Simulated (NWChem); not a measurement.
MgO; SMILES [O]=[Mg]

Computed with NWChem. The geometry was optimised at PBE-D3(BJ)/def2-SVP.

For level TPSS/def2-SVP:

```
Item        Result
----------  ------
dipole (D)    6.86
```

Question: How do the values read with level TPSS/pcseg-2 instead?

Answer: The dipole (D) is 7.04.
